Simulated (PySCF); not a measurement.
**Telling isomers of C₄H₇ClO₂Si apart by NMR**

Method: geometry: GFN2-xTB, PBE0/pcSseg-1 with gauge-including orbitals, in PySCF 2.14 (equivalent nuclei averaged, non-relativistic, one computed conformer, in vacuum).

Chemical shifts δ = σref − σ; $^{1}$H (σref 31.72) and $^{13}$C (σref 186.93) vs TMS, all at this level. Where no couplings were computed, multiplicities follow the n + 1 count of equivalent neighbours, and m marks all less simple cases (inequivalent or close neighbours, rings, F or P nearby). Shifts are as computed. Against solution values, carbons near 30 ppm lie about +3 ppm off and those near 130 ppm about +5 ppm; carbons on Cl a further +6 ppm. Of 1211 compounds with measured shifts, 218 miss one by over three times the rms of a fit or turn the order of signals round; such compounds aren't used in these exercises. Carbons bonded to Cl come out too deshielded.

(1) Tabulate the signals of `O=CCC(=O)[SiH2]CCl`, `C=C(Cl)O/C=C/O[SiH3]` and their relative energies.

(2) What is the quickest way to tell O=CCC(=O)[SiH2]CCl from C=C(Cl)O/C=C/O[SiH3]?

Answers

(1) 
```json
{"SMILES": "O=CCC(=O)[SiH2]CCl", "carbon types": "1×C 1×CH 2×CH2", "δC": "240.7, 212.1, 69.1, 31.3", "δH": "10.31 (t, 1H), 4.71 (t, 2H), 3.87 (d, 2H), 2.90 (t, 2H)", "E rel. (kcal/mol)": "0.0"}
{"SMILES": "C=C(Cl)O/C=C/O[SiH3]", "carbon types": "1×C 2×CH 1×CH2", "δC": "156.5, 140.6, 133.9, 93.7", "δH": "6.96 (m, 1H), 6.95 (m, 1H), 4.94 (s, 3H), 4.72 (br s, 1H), 4.55 (br s, 1H)", "E rel. (kcal/mol)": "16.5"}
```

Energies are electronic energies at PBE0/pcSseg-1 on these geometries, without zero-point or thermal terms, each for the one conformer computed, which needn't be the lowest.

(2) Both give the same number of carbon signals, but DEPT or the intensities differ. The first has a carbonyl carbon (C) at 240.7 ppm, the second an alkene carbon bearing oxygen (C) at 156.5 ppm. In the proton spectra the most deshielded non-exchanging signals are 10.31 (t, 1H) and 6.96 (m, 1H).
